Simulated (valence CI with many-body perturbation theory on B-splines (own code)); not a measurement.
Rh⁵⁺: M1 decay

Level of theory: valence CI with perturbative core correlation (CI+MBPT): four valence electrons over a frozen Dirac-Fock core [Kr], radial functions for each j: 9 s, 9 p, 10 d, 8 f, 5 g, 3 h, 1 i, with the one-electron correlation potential Σ1 (screened to all orders), the two-electron term Σ2, the three-electron term Σ3, Breit, model QED; selected single and double excitations, second order for the rest, scaled by the run's own slope (own B-spline code, finite nucleus).

No measured spectrum was set against this ion. As an estimate, terms of the open shell hold to 2 to 4 % of their energy, and close levels can change places; different configurations can be misplaced against each other by 1,000 to 8,000 cm⁻¹. Core correlation moves these levels by up to 17000 cm⁻¹, and in measured spectra 5 to 20 % of such shifts remained as error; rates that hang on mixing are uncertain with them. Among the levels kept, up to 310 cm⁻¹ of a level comes from second order outside the variational space, and about a tenth of that is noise between levels of different J, which matters for small intervals. Only levels of the ground parity were solved; by the run's estimate the other parity begins above the list, which can be wrong where configurations are misplaced.

Lines 1 to 50 of 120 in falling wavelength, among levels below 202720 cm⁻¹, chosen from the decays that carry over 1 % of a level's rate. Wavelengths and rates use the calculated energies, so an error of 2000 cm⁻¹ moves a line at 3592 nm by 72 % and its rate by three times that or more. S is in atomic units (e²a₀⁴ for E2 and M2, e²a₀⁶ for E3), for M1 in squared Bohr magnetons. Weak lines are less certain than strong ones. Lines between different terms over intervals too small for the method are left out, as are lines whose strength nearly cancels. Intervals below about 2000 cm⁻¹, as at the head of this list, are uncertain by tens of per cent.

Names give the largest LS component (configuration and term), which can be under half, so a name can repeat, a term be missing and a line seem to break the LS rules; names also repeat where a configuration has a term twice. Letters in brackets count levels of one name in rising energy.

```
λ vac (nm)         Upper         Lower  Type   A (s⁻¹)  S (a.u.)
     14120      4d4 5D_1      4d4 5D_0    M1  1.86e-02  5.83e+00
      9111      4d4 3G_5      4d4 3G_4    M1  1.67e-02  5.15e+00
      8902      4d4 5D_2      4d4 5D_1    M1  7.88e-02  1.03e+01
      8191      4d4 3H_6      4d4 3H_5    M1  3.48e-02  9.22e+00
      7415      4d4 5D_3      4d4 5D_2    M1  1.12e-01  1.19e+01
      6749      4d4 5D_4      4d4 5D_3    M1  8.69e-02  8.91e+00
      6167      4d4 3H_5      4d4 3H_4    M1  1.00e-01  9.57e+00
      3592      4d4 3G_4  4d4 3F_4 [a]    M1  7.86e-02  1.22e+00
      3255  4d4 3F_3 [a]  4d4 3F_2 [a]    M1  3.70e-01  3.31e+00
      3060  4d4 3P_1 [a]  4d4 3P_0 [a]    M1  5.99e-01  1.91e+00
      2982      4d4 3G_3      4d4 3H_4    M1  1.64e-01  1.13e+00
      2623  4d4 3F_3 [a]      4d4 3G_3    M1  4.99e-01  2.34e+00
      2576      4d4 3G_5  4d4 3F_4 [a]    M1  4.57e-01  3.19e+00
      2486      4d4 3G_4      4d4 3G_3    M1  1.22e-01  6.24e-01
      2455  4d4 3P_2 [a]  4d4 3P_1 [a]    M1  9.24e-01  2.53e+00
      2177  4d4 3F_4 [a]      4d4 3H_4    M1  7.65e-01  2.64e+00
      2025      4d4 3D_3  4d4 3P_2 [a]    M1  2.31e-01  4.98e-01
      1792      4d4 3D_2  4d4 3P_2 [a]    M1  2.55e-01  2.72e-01
      1776      4d4 3G_5      4d4 3H_6    M1  4.52e-01  1.03e+00
      1738      4d4 3G_4      4d4 3H_5    M1  1.62e-01  2.83e-01
      1606      4d4 3D_1  4d4 3P_2 [a]    M1  4.78e-01  2.20e-01
      1532  4d4 1G_4 [a]      4d4 3G_5    M1  5.40e-01  6.48e-01
      1459      4d4 3G_5      4d4 3H_5    M1  6.58e-01  8.34e-01
      1396  4d4 3F_3 [a]      4d4 3H_4    M1  8.32e-02  5.87e-02
      1348  4d4 1D_2 [a]      4d4 3D_1    M1  7.62e-01  3.46e-01
      1311  4d4 1G_4 [a]      4d4 3G_4    M1  5.50e-01  4.14e-01
      1299  4d4 3F_4 [b]      4d4 1F_3    M1  5.27e-01  3.86e-01
      1276  4d4 1G_4 [a]  4d4 3F_3 [a]    M1  1.63e+00  1.13e+00
      1241  4d4 1D_2 [a]      4d4 3D_2    M1  3.13e-01  1.11e-01
      1159      4d4 3D_2  4d4 3F_2 [a]    M1  4.20e-01  1.21e-01
      1149  4d4 1D_2 [a]      4d4 3D_3    M1  1.28e+00  3.60e-01
      1146      4d4 3D_3      4d4 3G_3    M1  1.37e-01  5.34e-02
      1113      4d4 1I_6      4d4 3H_6    M1  1.26e+00  8.35e-01
      1079      4d4 3D_1  4d4 3F_2 [a]    M1  3.27e-01  4.56e-02
      1068      4d4 3D_2      4d4 3G_3    M1  8.99e-02  2.03e-02
      1036      4d4 3D_2  4d4 3P_1 [a]    M1  2.09e-01  4.31e-02
     979.9      4d4 1I_6      4d4 3H_5    M1  1.26e+00  5.70e-01
     979.3  4d4 3P_2 [b]  4d4 1D_2 [a]    M1  1.11e+00  1.93e-01
     971.0      4d4 3D_1  4d4 3P_1 [a]    M1  1.44e+00  1.47e-01
     960.7  4d4 1G_4 [a]  4d4 3F_4 [a]    M1  3.67e+00  1.09e+00
     864.1      4d4 1F_3      4d4 3D_2    M1  5.86e-01  9.82e-02
     858.5  4d4 1G_4 [a]      4d4 3G_3    M1  1.18e-01  2.49e-02
     818.6      4d4 1F_3      4d4 3D_3    M1  1.89e+00  2.70e-01
     747.4  4d4 1G_4 [a]      4d4 3H_5    M1  1.55e+00  2.15e-01
     737.1      4d4 3D_1  4d4 3P_0 [a]    M1  1.22e+00  5.43e-02
     734.5  4d4 1D_2 [a]  4d4 3F_3 [a]    M1  8.94e-01  6.56e-02
     733.0  4d4 1D_2 [a]  4d4 3P_2 [a]    M1  1.39e+00  1.01e-01
     708.2      4d4 3H_4      4d4 5D_4    M1  4.60e-01  5.45e-02
     666.6  4d4 1G_4 [a]      4d4 3H_4    M1  9.40e-01  9.29e-02
     641.8  4d4 1S_0 [a]  4d4 3P_1 [a]    M1  1.36e+01  1.33e-01
```
